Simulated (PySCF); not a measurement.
CH5F2NOSi, SMILES O[Si](F)(F)NC. Atoms are numbered in the order given.

```xyz
11

C     -2.3764    -0.0330    -0.0168
N     -1.1270     0.7048     0.0574
Si     0.4168     0.0080     0.0099
O      0.5464    -1.1349    -1.1581
F      1.4577     1.2263    -0.1668
F      0.8797    -0.7610     1.3469
H     -2.8477    -0.1963     0.9699
H     -2.1875    -1.0234    -0.4588
H     -3.1100     0.4784    -0.6635
H     -1.2145     1.6579     0.3980
H      0.2633    -0.8729    -2.0414
```

Geometry: r2SCAN-D4/def2-SVP. The structure was generated by enumeration, and PubChem lists no compound with its InChIKey, so it may never have been made. The values are those of a single conformer.

Method: PBE/pcSseg-1 (PySCF).

GIAO shieldings, no solvent; atoms listed in one row are averaged. δ = σ(ref) − σ: ¹³C against TMS (σ = 182.0 ppm); ¹⁵N against NH3 (σ = 267.0 ppm); ²⁹Si against TMS (σ = 335.4 ppm); ¹⁷O against H2O (σ = 334.3 ppm); ¹⁹F against CFCl3 (σ = 133.6 ppm); ¹H against TMS (σ = 31.49 ppm), references at their B3LYP-D3(BJ)/def2-TZVP geometries, non-relativistic.

Task: Estimate the chemical shifts. (An estimate is asked for; the answer gives what the named calculation found.)

Result: 
```tsv
nucleus	atoms	count	δ (ppm)
¹³C	C1	1	32.6
¹⁵N	N2	1	34.6
²⁹Si	Si3	1	-65.6
¹⁷O	O4	1	48.0
¹⁹F	F5	1	-180.4
¹⁹F	F6	1	-184.4
¹H	H7, H8, H9	3	2.97
¹H	H11	1	1.65
¹H	H10	1	0.81
```
